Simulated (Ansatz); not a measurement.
A made-up structure of LiSiNH₄S, singlet:

```
8
angstrom
Li 0.3052 0.4457 -1.4579
Si 0.8865 0.7301 0.3323
N -0.4053 -0.4818 1.0145
S -1.4352 -0.9609 -1.0302
H 0.1987 -1.2830 0.8311
H 0.7375 1.9948 0.9605
H 2.2021 0.2904 0.6358
H -2.4584 -0.0978 -0.9276
```

It is relaxed with PBE-D4/def2-SVP and then PBE0-D4/def2-TZVP (Ansatz 0.2.0). Atoms count as bonded within 1.22 times the sum of their covalent radii (H–H: 0.88 Å). The end point is not checked to be a true minimum.

(1) Does its bonding change? (Judge from chemistry; the calculation decides.)

Results:

(1) Computed: Yes. Formed: N3–S4; broken: none.

Where it ends: The first stage lowers the energy by 2.70 eV in 15 steps. It ends as LiSiNH₄S ([Li]1[SiH2][NH][SH]1):
| atom | x (Å) | y (Å) | z (Å) |
| --- | --- | --- | --- |
| Li1 | 0.1954 | 0.5410 | -2.1380 |
| Si2 | 0.9901 | 0.7837 | 0.1723 |
| N3 | -0.0972 | -0.6624 | 0.3661 |
| S4 | -1.2530 | -0.9544 | -0.7924 |
| H5 | -0.3054 | -1.1245 | 1.2412 |
| H6 | 0.4847 | 1.7731 | 1.1998 |
| H7 | 2.2474 | 0.3157 | 0.8570 |
| H8 | -2.2308 | -0.0346 | -0.5475 |

Labels in which every atom is bracketed show which atoms are joined, not bond orders.

For scale, one of the runs: PBE0-D4/def2-TZVP relaxation, 143 basis functions, launched by `ansatz run in.yaml --threads 2 --pin off --events-out ev --progress --plain --max-ram 4352MiB`. Hardware: 2 CPU threads of an Intel Xeon Platinum 8259CL, shared host. Wall time about 50 s.
